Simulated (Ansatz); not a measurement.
`[BH2][SbH][TeH]` + `[SiH3][GaH][SH]` → `B[S][GaH][SiH3]` + `[SbH2][TeH]`  (cleavage of the B–Sb bond)

Gas-phase electronic energies from Ansatz, PBE0-D4/def2-TZVP geometries. CBS: MP2 limit from def2 TZ/QZ plus the TZ coupled-cluster correction, frozen cores. DFT in def2-TZVPP. Elements past krypton have def2 core potentials. For Ga, Sb, Te outer-core shells are correlated without core-valence functions, which leaves a few kJ/mol of doubt a bond. Scalar relativity is left out up to krypton. Each species was taken in one conformer, which may not be the lowest.

Q: Is it downhill or uphill in electronic energy at CCSD(T)/CBS, and by how much? (Estimate.)

A: Ansatz gave: Downhill: ΔE = -65.5 kJ/mol.

Q: What do these levels give: LDA (SPW92), revPBE-D4, r2SCAN-D4, CAM-B3LYP-D4, BLYP, r2SCAN, PBE0, BHLYP, RPA@PBE/def2-TZVPP, HF/def2-SVP, MP2/def2-TZVPP, CCSD/def2-TZVPP? (Best estimate.)

A: Computed: LDA (SPW92) -75.5, revPBE-D4 -72.5, r2SCAN-D4 -71.9, CAM-B3LYP-D4 -73.9, BLYP -70.4, r2SCAN -71.5, PBE0 -70.1, BHLYP -71.1, RPA@PBE/def2-TZVPP -68.7, HF/def2-SVP -72.2, MP2/def2-TZVPP -68.6, CCSD/def2-TZVPP -68.0 kJ/mol.

Largest T1 diagnostic among the species: 0.014.

Leaving LDA and LC-ωPBE aside and taking each functional with its dispersion term where it has one, the values, not all of them listed here, spread over 9.7 kJ/mol, from B97M-V to PBE-QIDH. LDA lies −5.3 kJ/mol from PBE without D4. At CCSD(T), def2-SVP lies −13.3 kJ/mol from the extrapolated value and def2-TZVPP −3.8 kJ/mol.
